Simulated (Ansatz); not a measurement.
Sn₁₁PH₂₂⁻, a doped cluster cut from the lattice of tin (P on a surface site). Total charge -1; triplet. Geometry PBE-D4/def2-SVP, that of the neutral doublet; atoms count from 1.

```xyz
34

Sn   -2.278    2.639   -2.739
Sn   -2.838   -1.026    2.384
Sn    1.675    1.429   -4.831
Sn    0.674   -3.517    0.495
P     0.783    0.568   -0.702
Sn    0.565   -2.824    5.002
Sn   -0.641    3.016   -4.996
Sn   -1.069   -1.317    0.160
Sn   -0.666    2.666   -0.441
Sn   -1.327   -0.758    4.745
Sn    2.760    1.561   -2.236
Sn    2.237   -2.883    2.743
H    -3.060    1.094   -2.787
H    -3.506    3.857   -2.618
H    -3.954   -2.355    2.555
H    -3.805    0.406    2.169
H     1.224   -0.217   -5.142
H     2.799    1.902   -6.066
H    -0.123   -5.038    0.763
H     1.678   -3.701   -0.913
H     1.470    0.686    0.558
H    -0.271   -4.342    5.107
H     1.471   -2.648    6.474
H    -1.547    2.673   -6.437
H    -0.201    4.693   -5.049
H    -2.002   -1.574   -1.303
H    -1.516    2.515    1.061
H     0.388    4.042   -0.365
H    -2.357   -0.703    6.144
H    -0.474    0.755    4.690
H     4.112    0.475   -2.084
H     3.321    3.169   -1.844
H     3.584   -3.953    2.980
H     2.895   -1.289    2.520
```

In the def2 sets Sn takes a core potential; there is no spin–orbit coupling. Single mean-field runs in def2-TZVP are fitted with def2-universal-jkfit. The highest occupied level of the charge -1 triplet lies above zero (up to 0.22 eV). By energy differences its removal costs 0.73 eV (vertical, to the charge 0 doublet, at PBE0-D4/def2-TZVP); self-interaction error and the lack of diffuse functions both raise the level. At PBE0-D4/def2-TZVP a singlet of charge -1 lies 2.39 eV below the triplet, each at its own geometry.

**Question.** Estimate the Mulliken populations of the heavy atoms from the PBE0/def2-TZVP orbitals of Ansatz.

**Answer.** 
| atom | charge (e) | spin (α − β) |
| --- | --- | --- |
| Sn1 | 0.06 | 0.04 |
| Sn2 | 0.03 | 0.16 |
| Sn3 | 0.06 | 0.06 |
| Sn4 | 0.02 | 0.09 |
| P5 | -0.41 | 0.10 |
| Sn6 | 0.05 | 0.02 |
| Sn7 | 0.04 | 0.07 |
| Sn8 | 0.09 | 0.46 |
| Sn9 | 0.20 | 0.06 |
| Sn10 | 0.05 | 0.04 |
| Sn11 | 0.12 | 0.34 |
| Sn12 | 0.05 | 0.03 |
Mulliken values and Mayer orders depend strongly on the basis.

**Question.** Where does the spin sit?

**Answer.** Summed by element: Sn 1.36, P 0.10, H 0.54, of 2 unpaired in all. Largest on single atoms: Sn8 0.46, Sn11 0.34, Sn2 0.16.

**Question.** And the Mayer bond orders between bonded heavy atoms (over 0.3)?

**Answer.** Sn1–Sn7 0.77 (2.81 Å); Sn1–Sn9 0.81 (2.81 Å); Sn2–Sn8 0.68 (2.86 Å); Sn2–Sn10 0.82 (2.82 Å); Sn3–Sn7 0.80 (2.81 Å); Sn3–Sn11 0.83 (2.82 Å); Sn4–Sn8 0.76 (2.83 Å); Sn4–Sn12 0.84 (2.81 Å); P5–Sn8 0.58 (2.78 Å); P5–Sn9 0.84 (2.56 Å); P5–Sn11 0.63 (2.69 Å); Sn6–Sn10 0.85 (2.81 Å); Sn6–Sn12 0.84 (2.81 Å).
